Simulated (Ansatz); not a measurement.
AlF2H4Si2+: where a starting geometry ends

The starting geometry of this gas-phase singlet was optimised with GFN2-xTB.

```xyz
9

Al   -0.7360   -1.1138    2.5581
F    -0.6672   -0.1207    3.8529
F    -1.7422   -0.8282    1.2628
Si    0.3524   -3.1744    1.8700
Si   -0.9642   -3.1068   -0.1479
H     1.7584   -3.1991    1.4163
H     0.0421   -4.4768    2.4946
H    -2.3356   -3.5976   -0.3490
H    -0.6836   -2.3799   -1.3942
```

Question: Predict what becomes of its bonds when it is optimised with BLYP-D3(BJ)/def2-SVP.

Answer: A new bond forms, giving a structure with F3 bridging Si5 and Al1, given below by its coordinates. Distances that change by over a tenth: Al1–F3 (1.66 → 1.87 Å). Contacts that close: F3–Si5 (2.79 → 1.85 Å).

The energy falls by 0.81 eV over 11 steps:

| step | E − E(last) (eV) |
| --- | --- |
| 1 | 0.812 |
| 2 | 0.497 |
| 3 | 0.253 |
| 4 | 0.100 |
| 5 | 0.031 |
| 7 | 0.001 |
| 8 | 0.001 |
| 9 | 0.000 |
| 10 | 0.000 |
| 11 | 0.000 |

Final geometry (Å):

```xyz
9

Al   -0.5980   -1.2744    2.5899
F    -0.9408    0.0131    3.5606
F    -1.5983   -1.2640    1.0094
Si    0.4090   -3.3476    1.7522
Si   -1.1143   -2.7528    0.0280
H     1.8490   -3.2130    1.3883
H     0.0282   -4.5600    2.5326
H    -2.4126   -3.4701   -0.0785
H    -0.5980   -2.1286   -1.2190
```

No frequencies were run, so the end isn't proven a minimum. Run with Ansatz 0.2.0, 25 s on 2 threads of Intel(R) Xeon(R) Platinum 8259CL CPU @ 2.50GHz (Skylake/Cascade Lake), on a shared host.
